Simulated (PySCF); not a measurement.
Bond stretch in Li2 (cation, charge +1), doublet.

UHF/cc-pVTZ (PySCF); UKS-B3LYP/3-21G = unrestricted B3LYP/3-21G in PySCF; UCCSD(T) = CCSD(T) on UHF/cc-pVTZ (PySCF 2.14.0).

Energies relative to the lowest point of each curve near equilibrium, in eV:

```tsv
R / Å	UHF	UKS-B3LYP/3-21G
2.44	0.333	0.272
2.57	0.200	0.153
2.71	0.102	0.069
3.23	0.004	0.011
3.55	0.058	0.077
3.75	0.115	0.134
4.02	0.206	0.216
4.40	0.346	0.328
5.37	0.693	0.535
5.76	0.810	0.583
6.38	0.962	0.629
7.15	1.092	0.649
```

Problem. Estimate the UCCSD(T) values at these points.

Solution. 2.44: 0.301; 2.57: 0.178; 2.71: 0.088; 3.23: 0.006; 3.55: 0.067; 3.75: 0.126; 4.02: 0.219; 4.40: 0.363; 5.37: 0.713; 5.76: 0.831; 6.38: 0.983; 7.15: 1.113 (eV).
